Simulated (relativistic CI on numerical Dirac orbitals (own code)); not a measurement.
Charge states of iridium

Computed by Dirac-Coulomb-Breit CI, separate exchange-only KLI orbitals for each configuration, a model potential for QED, valence Slater integrals scaled by 0.9 (own radial code, finite nucleus).

Each species is treated in one configuration, given outside its closed core. Radial values are for the open shell of highest l, unscaled and averaged over j; ζ includes the Breit term. Labels give the leading LS character, summed over repeated terms.

| Ion | Configuration | Its lowest level | LS weight (%) | g_J | g√(J(J+1)) | ⟨r⟩ (bohr) | ⟨r²⟩ (bohr²) | ζ (cm⁻¹) |
| --- | --- | --- | --- | --- | --- | --- | --- | --- |
| Ir48+ | 3d10 4s | 2S_1/2 | 100 | 1.994 | 1.73 | 0.3686 | 0.153 |  |
| Ir49+ | 3d10 | 1S_0 | 100 |  | 0.00 |  |  |  |
| Ir50+ | 3d9 | 2D_5/2 | 100 | 1.188 | 3.52 | 0.1663 | 0.03214 | 260400 |
| Ir51+ | 3d8 | 3F_4 | 86 | 1.203 | 5.38 | 0.1651 | 0.03164 | 265100 |
| Ir52+ | 3d7 | 4F_9/2 | 57 | 1.212 | 6.03 | 0.1639 | 0.03115 | 269900 |
| Ir53+ | 3d6 | J = 4 (mixed) | 42 | 1.227 | 5.49 | 0.1627 | 0.03068 | 274800 |
| Ir54+ | 3d5 | J = 5/2 (mixed) | 26 | 1.256 | 3.72 | 0.1615 | 0.03021 | 279700 |
| Ir55+ | 3d4 | 3P_0 | 61 |  | 0.00 | 0.1604 | 0.02976 | 284800 |
| Ir56+ | 3d3 | J = 3/2 (mixed) | 42 | 0.731 | 1.41 | 0.1592 | 0.02932 | 289800 |
| Ir57+ | 3d2 | 3F_2 | 72 | 0.763 | 1.87 | 0.1581 | 0.02889 | 295000 |
| Ir58+ | 3d | 2D_3/2 | 100 | 0.785 | 1.52 | 0.157 | 0.02848 | 300200 |
| Ir59+ | 3s2 3p6 | 1S_0 | 100 |  | 0.00 |  |  |  |
| Ir60+ | 3s2 3p5 | 2P°_3/2 | 100 | 1.319 | 2.55 | 0.1744 | 0.03529 | 2.274e+06 |
| Ir61+ | 3s2 3p4 | 3P_2 | 68 | 1.327 | 3.25 | 0.1736 | 0.03496 | 2.299e+06 |
| Ir62+ | 3s2 3p3 | J = 3/2 (mixed) | 49 | 1.335 | 2.59 | 0.1728 | 0.03463 | 2.324e+06 |
| Ir63+ | 3s2 3p2 | 3P_0 | 69 |  | 0.00 | 0.172 | 0.03431 | 2.349e+06 |
| Ir64+ | 3s2 3p | 2P°_1/2 | 100 | 0.645 | 0.56 | 0.1712 | 0.03399 | 2.375e+06 |
| Ir65+ | 3s2 | 1S_0 | 100 |  | 0.00 |  |  |  |
| Ir66+ | 3s | 2S_1/2 | 100 | 1.981 | 1.72 | 0.173 | 0.03425 |  |
| Ir67+ | 2s2 2p6 | 1S_0 | 100 |  | 0.00 |  |  |  |
| Ir68+ | 2s2 2p5 | 2P°_3/2 | 100 | 1.295 | 2.51 | 0.06402 | 0.005015 | 8.978e+06 |
| Ir69+ | 2s2 2p4 | 3P_2 | 68 | 1.300 | 3.18 | 0.06364 | 0.004953 | 9.099e+06 |
| Ir70+ | 2s2 2p3 | J = 3/2 (mixed) | 49 | 1.306 | 2.53 | 0.06326 | 0.004892 | 9.222e+06 |
| Ir71+ | 2s2 2p2 | 3P_0 | 68 |  | 0.00 | 0.06289 | 0.004833 | 9.346e+06 |
